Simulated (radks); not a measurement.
Neutral antimony, 51 electrons, occupied as [Kr] 4d10 5s2 5p3. Method: scalar-relativistic Kohn-Sham, r2SCAN, spin-polarised, spherical densities, finite nucleus; open shells are filled with parallel spins first (spin-orbit coupling, left out, can overturn this in heavy ions); meta-GGA in the generalised Kohn-Sham scheme; Fermi nuclear charge, rms radius 4.6802 fm; hard spherical wall at 20 bohr; computed with a radial shooting solver on a logarithmic mesh with Libxc functionals.

Unscreened Slater integrals over Kohn-Sham orbitals (hartree). They are taken over the spin-up orbitals.

F0(5p,5p): 0.31716
F2(5p,5p): 0.16794
F0(5p,5s): 0.35036
G1(5p,5s): 0.22519
F0(5p,4d): 0.40403
F2(5p,4d): 0.099625
G1(5p,4d): 0.032662
G3(5p,4d): 0.028600
F0(5p,4p): 0.41021
F2(5p,4p): 0.079986
G0(5p,4p): 0.014332
G2(5p,4p): 0.018154
F0(5s,5s): 0.39934
F0(5s,4d): 0.49381
G2(5s,4d): 0.061724
F0(5s,4p): 0.50480
G1(5s,4p): 0.030459
F0(4d,4d): 0.87637
F2(4d,4d): 0.44026
F4(4d,4d): 0.29030
F0(4d,4p): 0.95358
F2(4d,4p): 0.48037
G1(4d,4p): 0.60987
G3(4d,4p): 0.37606
F0(4p,4p): 1.0539
F2(4p,4p): 0.55400

Derived for the open shells (J is the average intra-shell exchange parameter used in DFT+U). 5p: J = F2/5 = 0.03359 hartree.
